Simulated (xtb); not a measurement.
Cl3Si, SMILES Cl[Si](Cl)Cl (connectivity only; charge and spin as stated), charge +1, multiplicity 1. All values are semi-empirical tight-binding results from xtb (GFN2-xTB unless named), good for trends rather than for accurate numbers. Geometry optimised at GFN2-xTB. The spin state was assumed, not searched. The isomer is the one that the SMILES or the coordinates give; other isomers of the formula were not compared.

```yaml
point_group_as_xtb_finds_it: C3v
orbital_gap: 4.74 eV
zero_point_energy: 3.4 kcal/mol
G − E(el) at 298.15 K (modified RRHO): -15.3 kcal/mol
static polarisability (D4 model): 73.5 bohr³
solvation energy, GFN2-xTB/ALPB(water): -48.9 kcal/mol
solvation energy, GFN2-xTB/ALPB(dmf): -44.7 kcal/mol
```
